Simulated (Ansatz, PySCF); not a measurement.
Spin states of Cl2W (SMILES [Cl][W][Cl]), each relaxed with B3LYP-D3(BJ)/def2-TZVP.
State 1 (charge 0, multiplicity 5):
```xyz
3

W      0.4833     0.1106     0.0250
Cl    -0.4116     1.5264    -1.5303
Cl    -0.1049    -1.5896     1.4350
```
State 2 (charge 0, multiplicity 3):
```json
[
 {"atom": "W", "x (Å)": "-0.0076", "y (Å)": "0.0164", "z (Å)": "-0.0231"},
 {"atom": "Cl", "x (Å)": "-0.1709", "y (Å)": "1.6243", "z (Å)": "-1.5546"},
 {"atom": "Cl", "x (Å)": "0.1454", "y (Å)": "-1.5934", "z (Å)": "1.5073"}
]
```

Singlets are restricted, other states unrestricted; no spin–orbit coupling, no relativity up to Kr; see below for the cores. The largest T1 diagnostic is 0.024.

Programs: Ansatz (Gaussian orbitals); PySCF for the dispersion terms.  In def2 rows elements past Kr take small-core potentials, without spin–orbit coupling.

### Question
One of these levels gives 34.0 kJ/mol for the energy of the multiplicity-3 state less that of the multiplicity-5 state. Name it.
A) BLYP-D3(BJ)/def2-TZVPP
B) PBE0-D4/def2-TZVPP
C) B3LYP-D3(BJ)/def2-TZVPP
D) BHLYP-D3(BJ)/def2-TZVPP

### Answer
D, BHLYP-D3(BJ)/def2-TZVPP. The others give 3.7 (BLYP-D3(BJ)/def2-TZVPP), 17.7 (B3LYP-D3(BJ)/def2-TZVPP), 55.1 (PBE0-D4/def2-TZVPP)

Ansatz is a first-principles code.
